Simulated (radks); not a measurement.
Results of a calculation; reference values are marked as such.
The oxygen anion O- inside a hard spherical wall (all orbitals vanish at R), configuration held at [He] 2s2 2p5 and not refilled when levels cross. Level of theory: non-relativistic Kohn-Sham, LDA (Slater exchange, VWN5 correlation), spin-polarised, spherical densities, point nucleus; open shells are filled with parallel spins first (a radial shooting solver on a logarithmic mesh with Libxc functionals). Eigenvalues in eV for spin up, with the zero of energy where the potential of the charges vanishes at infinity; a dash marks a level that is unbound or too diffuse for the functional's potential to be trusted. A positive occupied level is held by the wall or, in an anion where self-interaction has pushed it up, behind a barrier. The pressure on the wall is -dE/dV.

[
 {"R (bohr)": "15", "E (hartree)": "-74.60656", "kinetic (hartree)": "74.232", "e(1s)": "-498.62", "e(2s)": "-13.348", "e(2p)": "0.802", "e(3s, empty)": "3.049", "e(3p, empty)": "3.478", "pressure (GPa)": "0.00128"},
 {"R (bohr)": "10", "E (hartree)": "-74.60508", "kinetic (hartree)": "74.235", "e(1s)": "-498.27", "e(2s)": "-13.009", "e(2p)": "1.118", "e(3s, empty)": "4.782", "e(3p, empty)": "5.941", "pressure (GPa)": "0.0174"},
 {"R (bohr)": "3.5", "E (hartree)": "-74.33886", "kinetic (hartree)": "75.223", "e(1s)": "-488.48", "e(2s)": "-6.200", "e(2p)": "8.404", "e(3s, empty)": "32.659", "e(3p, empty)": "38.458", "pressure (GPa)": "69.8"},
 {"R (bohr)": "2.5", "E (hartree)": "-73.35479", "kinetic (hartree)": "78.380", "e(1s)": "-470.97", "e(2s)": "5.323", "e(2p)": "21.383", "e(3s, empty)": "78.715", "e(3p, empty)": "82.546", "pressure (GPa)": "815"},
 {"R (bohr)": "2", "E (hartree)": "-71.44184", "kinetic (hartree)": "83.547", "e(1s)": "-449.07", "e(2s)": "21.883", "e(2p)": "39.082", "e(3s, empty)": "142.29", "e(3p, empty)": "138.85", "pressure (GPa)": "3670"},
 {"R (bohr)": "1.5", "E (hartree)": "-65.36885", "kinetic (hartree)": "97.212", "e(1s)": "-404.81", "e(2s)": "65.634", "e(2p)": "81.314", "e(3s, empty)": "300.13", "e(3p, empty)": "269.58", "pressure (GPa)": "22400"}
]
